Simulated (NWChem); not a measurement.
System: C3H5NO; SMILES C/C=N\C=O

Parts of the log:

```
             Northwest Computational Chemistry Package (NWChem) 7.3.0
             --------------------------------------------------------

 C1  symmetry detected

                             Geometry "geometry" -> ""
                             -------------------------

 Output coordinates in angstroms (scale by  1.889725989 to convert to a.u.)

  No.       Tag          Charge          X              Y              Z
 ---- ---------------- ---------- -------------- -------------- --------------
    1 C                    6.0000    -0.82269385    -1.60211500     0.12018524
    2 C                    6.0000     0.54875939    -1.08534658    -0.21385303
    3 N                    7.0000     0.99502745     0.09749957    -0.07524334
    4 C                    6.0000     0.24634083     1.19335343     0.34744099
    5 O                    8.0000    -0.64733090     1.72060255    -0.28262933
    6 H                    1.0000    -1.48907429    -0.81493446     0.47806954
    7 H                    1.0000    -1.26673023    -2.05957225    -0.77308190
    8 H                    1.0000    -0.74810570    -2.39486739     0.87593936
    9 H                    1.0000     1.25124239    -1.82452231    -0.61402113
   10 H                    1.0000     0.63168470     1.61122784     1.29819304

 Effective nuclear repulsion energy (a.u.)     161.1277111724

                                 NWChem DFT Module
                                 -----------------

 Summary of "ao basis" -> "ao basis" (spherical)
 ------------------------------------------------------------------------------
       Tag                 Description            Shells   Functions and Types
 ---------------- ------------------------------  ------  ---------------------
 C                         def2-tzvp                11       31   5s3p2d1f
 N                         def2-tzvp                11       31   5s3p2d1f
 O                         def2-tzvp                11       31   5s3p2d1f
 H                         def2-tzvp                 4        6   3s1p

            General Information
            -------------------
          SCF calculation type: DFT
          Wavefunction type:  closed shell.
          No. of atoms     :    10
          No. of electrons :    38
           Alpha electrons :    19
            Beta electrons :    19
          Charge           :     0
          Spin multiplicity:     1
          Use of symmetry is: off; symmetry adaption is: off
          Maximum number of iterations: 150
          AO basis - number of functions:   185
                     number of shells:    75
          Convergence on energy requested:  1.00D-06
          Convergence on density requested:  1.00D-05
          Convergence on gradient requested:  5.00D-04

              XC Information
              --------------
                        Slater Exchange Functional  1.000 local
                      VWN V Correlation Functional  1.000 local

             Grid Information
             ----------------
          Grid used for XC integration:  medium
          Radial quadrature: Mura-Knowles
          Angular quadrature: Lebedev.
          Tag              B.-S. Rad. Rad. Pts. Rad. Cut. Ang. Pts.
          ---              ---------- --------- --------- ---------
          C                   0.70       49          11.0       434
          N                   0.65       49          10.0       434
          O                   0.60       49          11.0       434
          H                   0.35       45          12.0       434
          Grid pruning is: on
          Number of quadrature shells:   470
          Spatial weights used:  Erf1

      Superposition of Atomic Density Guess
      -------------------------------------

 Sum of atomic energies:        -244.60888967

      Non-variational initial energy
      ------------------------------

 Total energy =    -247.299017
 1-e energy   =    -649.988370
 2-e energy   =     241.561642
 HOMO         =      -0.315121
 LUMO         =      -0.035969

------------------------------------------------------------
EAF file 0: "./job.aoints.0" size=704643072 bytes
------------------------------------------------------------
               write      read    awrite     aread      wait
               -----      ----    ------     -----      ----
     calls:     1344         0         0         0         0
   data(b): 7.05e+08  0.00e+00  0.00e+00  0.00e+00
   time(s): 0.00e+00  0.00e+00  0.00e+00  0.00e+00  0.00e+00
rate(mb/s): 0.00e+00  0.00e+00
------------------------------------------------------------

     ---------------------------------------------
      Total Density - Mulliken Population Analysis
     ---------------------------------------------

    Atom       Charge   Shell Charges
 -----------   ------   -------------------------------------------------------
    1 C    6     6.51   0.86  1.12  0.56  0.67  0.13  1.27  1.43  0.44  0.01  0.03  0.00
    2 C    6     5.65   0.86  1.12  0.55  0.59  0.09  1.03  1.03  0.25  0.03  0.08  0.01
    3 N    7     7.51   0.82  1.16  0.59  0.86  0.17  1.52  1.75  0.59  0.01  0.04  0.00
    4 C    6     5.32   0.86  1.12  0.53  0.57  0.12  0.93  0.84  0.19  0.04  0.10  0.02
    5 O    8     8.78   0.79  1.18  0.61  0.96  0.28  2.02  2.11  0.79  0.00  0.02  0.00
    6 H    1     0.83   0.24  0.45  0.12  0.02
    7 H    1     0.81   0.24  0.43  0.12  0.02
    8 H    1     0.81   0.23  0.43  0.12  0.02
    9 H    1     0.87   0.25  0.46  0.14  0.02
   10 H    1     0.90   0.24  0.47  0.17  0.02

   convergence    iter        energy       DeltaE   RMS-Dens  Diis-err
 ---------------- ----- ----------------- --------- --------- ---------
 d= 0,ls=0.0,diis     1   -245.1413922412 -4.06D+02  1.38D-02  2.69D+00
 d= 0,ls=0.0,diis     2   -243.2623324960  1.88D+00  1.37D-02  1.62D+01
 d= 0,ls=0.0,diis     3   -245.0341450918 -1.77D+00  5.53D-03  2.48D+00
 d= 0,ls=0.0,diis     4   -245.2440049924 -2.10D-01  2.76D-03  7.00D-01
 d= 0,ls=0.0,diis     5   -245.2895087168 -4.55D-02  1.53D-03  2.33D-01
  Resetting Diis
 d= 0,ls=0.0,diis     6   -245.3110119145 -2.15D-02  5.14D-04  3.95D-02
 d= 0,ls=0.0,diis     7   -245.3157630950 -4.75D-03  2.58D-04  9.60D-04
 d= 0,ls=0.0,diis     8   -245.3155034920  2.60D-04  1.77D-04  2.93D-03
 d= 0,ls=0.0,diis     9   -245.3158662402 -3.63D-04  4.94D-05  1.87D-04
 d= 0,ls=0.0,diis    10   -245.3158818381 -1.56D-05  1.02D-05  2.26D-05
 d= 0,ls=0.0,diis    11   -245.3158840319 -2.19D-06  4.53D-06  9.06D-07
 d= 0,ls=0.0,diis    12   -245.3158841297 -9.78D-08  1.09D-06  2.50D-07

         Total DFT energy =     -245.315884129727
      One electron energy =     -653.610389739225
           Coulomb energy =      278.563566592766
    Exchange-Corr. energy =      -31.396772155662
 Nuclear repulsion energy =      161.127711172394

 Numeric. integr. density =       38.000013952181

                       DFT Final Molecular Orbital Analysis
                       ------------------------------------

 Vector   17  Occ=2.000000D+00  E=-3.047530D-01
              MO Center=  3.7D-01, -2.9D-01,  5.2D-03, r^2= 2.8D+00
   Bfn.  Coefficient  Atom+Function         Bfn.  Coefficient  Atom+Function
  ----- ------------  ---------------      ----- ------------  ---------------
    70      0.278426   3 N  pz               73      0.227700   3 N  pz
    39      0.213445   2 C  pz               42      0.174907   2 C  pz
   130      0.156782   5 O  px               76      0.137819   3 N  pz
   169     -0.117188   8 H  s                 8     -0.116457   1 C  pz
   133      0.116075   5 O  px               68      0.110513   3 N  px

 Vector   18  Occ=2.000000D+00  E=-2.639496D-01
              MO Center=  3.9D-01,  5.6D-01, -1.3D-01, r^2= 2.8D+00
   Bfn.  Coefficient  Atom+Function         Bfn.  Coefficient  Atom+Function
  ----- ------------  ---------------      ----- ------------  ---------------
   132      0.276636   5 O  pz               68      0.252847   3 N  px
   135      0.216059   5 O  pz               66      0.211594   3 N  s
    71      0.195863   3 N  px               67      0.193137   3 N  s
   138      0.160013   5 O  pz               74      0.157610   3 N  px
    65      0.119938   3 N  s                69      0.110268   3 N  py

 Vector   19  Occ=2.000000D+00  E=-2.230862D-01
              MO Center= -5.6D-02,  1.1D+00, -8.4D-02, r^2= 2.6D+00
   Bfn.  Coefficient  Atom+Function         Bfn.  Coefficient  Atom+Function
  ----- ------------  ---------------      ----- ------------  ---------------
   131      0.321612   5 O  py              134      0.255033   5 O  py
   132      0.229552   5 O  pz               68     -0.212440   3 N  px
   137      0.198382   5 O  py              182     -0.187351  10 H  s
   135      0.182978   5 O  pz               71     -0.173565   3 N  px
    67      0.164533   3 N  s                74     -0.161948   3 N  px

 Vector   20  Occ=0.000000D+00  E=-9.460385D-02
              MO Center=  4.4D-01, -1.9D-01, -3.8D-02, r^2= 3.0D+00
   Bfn.  Coefficient  Atom+Function         Bfn.  Coefficient  Atom+Function
  ----- ------------  ---------------      ----- ------------  ---------------
    45      0.398932   2 C  pz               39      0.306244   2 C  pz
    42      0.288654   2 C  pz               76     -0.237925   3 N  pz
    70     -0.210155   3 N  pz              106      0.210600   4 C  py
    73     -0.170052   3 N  pz              130     -0.163706   5 O  px
   136     -0.160611   5 O  px               74     -0.157351   3 N  px

 Vector   21  Occ=0.000000D+00  E=-5.403078D-02
              MO Center=  2.0D-01,  6.3D-01,  1.4D-01, r^2= 2.8D+00
   Bfn.  Coefficient  Atom+Function         Bfn.  Coefficient  Atom+Function
  ----- ------------  ---------------      ----- ------------  ---------------
    98      0.345765   4 C  s               105     -0.346074   4 C  px
   106     -0.310990   4 C  py               76     -0.283118   3 N  pz
   129     -0.249123   5 O  s               102     -0.245962   4 C  px
   137      0.233371   5 O  py               99     -0.225398   4 C  px
    70     -0.222159   3 N  pz              164      0.203023   7 H  s

 Vector   22  Occ=0.000000D+00  E= 1.379421D-02
              MO Center= -5.4D-01, -2.0D+00,  1.7D-02, r^2= 6.0D+00
   Bfn.  Coefficient  Atom+Function         Bfn.  Coefficient  Atom+Function
  ----- ------------  ---------------      ----- ------------  ---------------
     5      5.053617   1 C  s               170     -1.715561   8 H  s
   164     -1.703782   7 H  s                36     -1.658304   2 C  s
   158     -1.228650   6 H  s               176     -1.207720   9 H  s
    43      1.142251   2 C  px               67      0.911590   3 N  s
    44     -0.510729   2 C  py               45     -0.482877   2 C  pz

------------------------------------------------------------
EAF file 0: "./job.aoints.0" size=910688256 bytes
------------------------------------------------------------
               write      read    awrite     aread      wait
               -----      ----    ------     -----      ----
     calls:     1737        11         0     19096     19096
   data(b): 9.11e+08  5.77e+06  0.00e+00  1.00e+10
   time(s): 0.00e+00  0.00e+00  0.00e+00  0.00e+00  0.00e+00
rate(mb/s): 0.00e+00  0.00e+00
------------------------------------------------------------

     ---------------------------------------------
      Total Density - Mulliken Population Analysis
     ---------------------------------------------

    Atom       Charge   Shell Charges
 -----------   ------   -------------------------------------------------------
    1 C    6     6.46   0.84  1.13  0.51  0.67  0.15  1.39  1.24  0.49  0.01  0.02  0.00
    2 C    6     6.08   0.84  1.13  0.54  0.62  0.10  1.31  1.09  0.30  0.03  0.11  0.01
    3 N    7     7.05   0.81  1.16  0.58  0.78  0.18  1.55  1.42  0.52  0.01  0.04  0.00
    4 C    6     5.99   0.84  1.13  0.55  0.58  0.12  1.30  1.00  0.26  0.05  0.15  0.02
    5 O    8     8.22   0.78  1.18  0.61  0.88  0.35  1.90  1.71  0.78  0.00  0.02  0.00
    6 H    1     0.82   0.26  0.46  0.07  0.02
    7 H    1     0.82   0.26  0.46  0.08  0.02
    8 H    1     0.83   0.26  0.46  0.09  0.02
    9 H    1     0.84   0.26  0.47  0.08  0.02
   10 H    1     0.90   0.26  0.48  0.14  0.02

     -------------------------------------------
      Total Density - Lowdin Population Analysis
     -------------------------------------------

    Atom       Charge   Shell Charges
 -----------   ------   -------------------------------------------------------
    1 C    6     6.32   0.90  1.05  0.36  0.35  0.17  1.18  1.41  0.65  0.02  0.20  0.02
    2 C    6     6.24   0.90  1.04  0.36  0.33  0.17  1.11  1.21  0.53  0.04  0.48  0.06
    3 N    7     6.84   0.88  1.07  0.43  0.42  0.23  1.36  1.48  0.74  0.01  0.19  0.02
    4 C    6     6.43   0.90  1.04  0.38  0.33  0.18  1.10  1.17  0.50  0.07  0.66  0.10
    5 O    8     7.89   0.87  1.09  0.53  0.59  0.35  1.72  1.77  0.90  0.00  0.07  0.01
    6 H    1     0.85   0.24  0.39  0.16  0.06
    7 H    1     0.84   0.24  0.38  0.16  0.06
    8 H    1     0.85   0.24  0.38  0.16  0.06
    9 H    1     0.85   0.25  0.39  0.16  0.06
   10 H    1     0.88   0.25  0.40  0.18  0.06

     Multipole analysis of the density
     ---------------------------------

     L   x y z        total         alpha         beta         nuclear
     -   - - -        -----         -----         ----         -------
     0   0 0 0     -0.000000    -19.000000    -19.000000     38.000000

     1   1 0 0      0.070809      0.035404      0.035404     -0.000000
     1   0 1 0     -1.311099     -0.655550     -0.655550     -0.000000
     1   0 0 1      0.481202      0.240601      0.240601      0.000000

     2   2 0 0    -23.844118    -52.741063    -52.741063     81.638007
     2   1 1 0      2.015757     -2.949180     -2.949180      7.914116
     2   1 0 1     -0.231229      0.206533      0.206533     -0.644295
     2   0 2 0    -21.889248   -138.306032   -138.306032    254.722816
     2   0 1 1      1.983217     -0.972821     -0.972821      3.928859
     2   0 0 2    -21.839932    -20.597239    -20.597239     19.354546
```

Level: LDA (Slater exchange, VWN5)/def2-TZVP. Structure relaxed at the B3LYP/6-31G* (spherical d) level.

Task: Which NWChem input produces such a log?

Result: Several could match; the one computed here: the input that was run:
```
start job
memory heap 200 mb stack 900 mb global 1100 mb
geometry units angstroms noautoz
  C     -0.740260    -1.703081     0.071140
  C      0.607938    -1.103248    -0.215352
  N      0.985743     0.097259    -0.032215
  C      0.169160     1.137915     0.404038
  O     -0.737878     1.634859    -0.231539
  H     -1.456385    -0.964120     0.435693
  H     -1.138836    -2.156789    -0.845183
  H     -0.639146    -2.513002     0.805298
  H      1.358412    -1.791077    -0.619923
  H      0.510041     1.547221     1.375278
end
basis spherical
  * library def2-tzvp
end
dft
  xc slater vwn_5
  iterations 150
  semidirect filesize 400000000
  mulliken
end
task dft energy
```
